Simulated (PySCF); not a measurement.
SMILES [CH3][Al]([CH3])[O][Si](C)(C)O (C4H13AlO2Si) at its GFN2-xTB optimised geometry (Å):

```
21

Si    -0.2346    -0.6522     0.0000
C      1.6688    -0.6522     0.0000
C     -0.9841     1.0880     0.0000
O     -0.8377    -1.3745    -1.3356
O     -0.7196    -1.4810     1.3278
Al    -1.2386    -2.3270     2.6843
C     -1.1548    -4.3172     2.5378
C     -1.8630    -1.2215     4.2225
H      2.0679    -0.0945     0.8407
H      2.0565    -0.2022    -0.9083
H      2.0647    -1.6622     0.0647
H     -0.6503     1.6622     0.8579
H     -0.7015     1.6292    -0.8962
H     -2.0679     1.0421     0.0318
H     -0.7611    -2.3195    -1.4422
H     -1.4477    -4.8218     3.4602
H     -1.8089    -4.6913     1.7441
H     -0.1453    -4.6577     2.2875
H     -1.0652    -0.5715     4.5943
H     -2.6803    -0.5583     3.9234
H     -2.2173    -1.8161     5.0663
```

Computed with PBE0/def2-SVP (PySCF 2.14.0). Cells within 0.4 Å of a nucleus heavier than hydrogen are left out (blank, or x).

Map of the log10 of the electron density (e/bohr³), floored at −4 on the plane z = 0.0 Å:

```
|00000000000000000000000000000|
|00000000000000000000000000000|
|00000000000000000000000000000|
|00000000000000000000000000000|
|00000000111221100000000000000|
|00000001223333210000000000000|
|00000122334444321000000000000|
|00001234455665432100000000000|
|00002345667776543100000000000|
|00012456778887643211110000000|
|0001346788xxx7653322222100000|
|0001356888xxx7654333333210000|
|00013467788887655455554321000|
|00012356677887766666665432000|
|00001234566777767777776532100|
|0000012345678x97788x886542100|
|0000012345669xx878xxx87542100|
|0000001245668xx7788x887542100|
|00000012456677767778887542100|
|00000012345666666677887542100|
|00000002345555555567776532000|
|00000001234454443455665431000|
|00000000123333332334444320000|
|00000000112222211122332100000|
|00000000001111100011111000000|
|00000000000000000000000000000|
|00000000000000000000000000000|
|00000000000000000000000000000|
|00000000000000000000000000000|
```
Scale: ten equal steps from -4.00 (start of '0') to -0.074 (end of '9'), in the order '0123456789'; x runs from -4.50 to 4.50, y from -4.50 (bottom) to 4.50 (top).
